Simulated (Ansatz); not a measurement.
A further run on Sn₂O (the lowest singlet isomer of a short search).

```yaml
crystal:
  periodic: [false, false, false]
  atoms:
    - {symbol: Sn, position_ang: [-0.989266, 0.282866, 1.114269]}
    - {symbol: Sn, position_ang: [1.298867, -0.724435, -0.298831]}
    - {symbol: O, position_ang: [-0.309611, 0.441569, -0.815439]}
basis:
  gaussian: {orbitals: STO-3G, final_grid: {core_spheres: 5, valence_spheres: 4, degree: 11}}
magnetization: {spin_polarized: true, initial_magnetization: 2}
hamiltonian: {xc: {name: RPBE}}
scf: {omitted_lower_state_checks: [starts]}
```

```sh
$ ansatz run in.yaml --threads 2 --pin off --events-out ev --progress --plain --max-ram 4352MiB
```

It prints (some lines left out):

```
Functional definition: RPBE
  name "RPBE"
  cite "Hammer, Hansen & Nørskov, Phys. Rev. B 59, 7413 (1999) doi:10.1103/PhysRevB.59.7413"
  cite "Perdew, Burke & Ernzerhof, Phys. Rev. Lett. 77, 3865 (1996) doi:10.1103/PhysRevLett.77.3865"
  parameter kappa = 0.804
  parameter beta = 0.06672455060314922
  exchange = rpbe_x(kappa = kappa, mu = beta*pi^2/3)
  correlation = pbe_c(beta = beta)
these checks for a lower state are left out or cut short: starts
798 factors; integrals over basis functions are off by at most 3.3e-5 eV
mean field evaluation 1: about -326650.7042 eV, gradient 1.8e1 eV
mean field evaluation 2: about -326558.8027 eV, gradient 1.0e2 eV
mean field evaluation 4: about -326653.2627 eV, gradient 2.2e0 eV
mean field evaluation 8: about -326653.2984 eV, gradient 9.1e-2 eV
mean field evaluation 16: about -326653.3343 eV, gradient 7.0e-5 eV
mean field -326653.33431951 eV, -12004.2886226596 hartree, gradient 1.7e-5 eV, S^2 2.003070; 0 other end points of the search recorded, 0 dependent functions left out
reference -326653.33432488 eV, -12004.2886228569 hartree; 55, 53 occupied and 4, 6 virtual orbitals, 798 factors
Total energy: -326653.33432488 eV, -12004.2886228569 hartree
Checks for a lower state left out: starts
```

Run time 0.8 s (2 threads of Arm Neoverse V2 on a shared host).
